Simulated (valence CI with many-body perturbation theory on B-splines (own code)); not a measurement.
# Sb²⁹⁺: what the settings do

Calculated by valence CI with perturbative core correlation (CI+MBPT): four valence electrons over a frozen Dirac-Fock core [Ar], a basis of 6 s, 6 p, 5 d, 5 f, 1 g functions for each j, with the one-electron correlation potential Σ1 (screened to all orders), the two-electron term Σ2, the three-electron term Σ3, Breit, model QED; selected single and double excitations, second order for the rest (own B-spline code, finite nucleus).

The last digits are not significant, and no measured levels were compared; by estimate large intervals hold to a few tenths of a per cent, small ones and those within an open d or f shell to about a per cent. Only levels of the ground parity were solved; by the run's estimate the other parity begins above the list, which can be wrong where configurations are misplaced.

The reference run has the lowest level (3d3/2^4) J=0 and an ionisation energy of 1697.99 eV. Its largest variational space holds 7974 state functions.

Levels are named by their leading jj configuration (3d3/2^4 stands for four electrons in 3d with j = 3/2), which in mixed levels can hold well under half, so a name can repeat and another be missing. Letters in brackets count levels of one name in rising energy.

Changed runs:
A. size limit of the variational space 10000 → 1500; cutoff of virtual states (hartree) 5202 → 1800
B. averaging of valence orbitals over low configurations on → off
C. Davidson tolerance 2e-05 → 0.0003; logarithmic knot step 0.27 → 0.2
D. cutoff of virtual states (hartree) 5202 → 60.5 (bad on purpose)

Excitation energies of the reference run in cm⁻¹, and shifts in cm⁻¹:

| Level | Reference | A | B | C | D |
| --- | --- | --- | --- | --- | --- |
| (3d3/2^3 3d5/2) J=1 | 53194 | +94 | +55 | 0 | -163 |
| (3d3/2^3 3d5/2) J=2 | 88638 | +109 | +68 | 0 | -189 |
| (3d3/2^3 3d5/2) J=3 | 109859 | +132 | +55 | 0 | -137 |
| (3d3/2^3 3d5/2) J=4 | 112161 | +193 | +19 | 0 | +81 |
| (3d3/2^2 3d5/2^2) J=0 | 159288 | -12 | +5.0 | +0.1 | -336 |
| (3d3/2^2 3d5/2^2) J=4 [a] | 168885 | +213 | +42 | +0.1 | +97 |
| (3d3/2^2 3d5/2^2) J=3 [a] | 190477 | +231 | -4.1 | +0.1 | +194 |
| (3d3/2^2 3d5/2^2) J=2 [a] | 193240 | +221 | -46 | +0.1 | +75 |
| (3d3/2^2 3d5/2^2) J=5 | 204324 | +276 | +23 | +0.1 | +373 |
| (3d3/2^2 3d5/2^2) J=1 | 209994 | +134 | -30 | +0.1 | -200 |
| (3d3/2^2 3d5/2^2) J=6 | 218100 | +18 | +21 | +0.1 | +515 |
| (3d3/2^2 3d5/2^2) J=4 [b] | 237042 | +280 | -12 | +0.1 | +261 |
| Ionisation energy (eV) | 1697.99 | -0.0076 | +0.019 | +0.0013 | -0.83 |
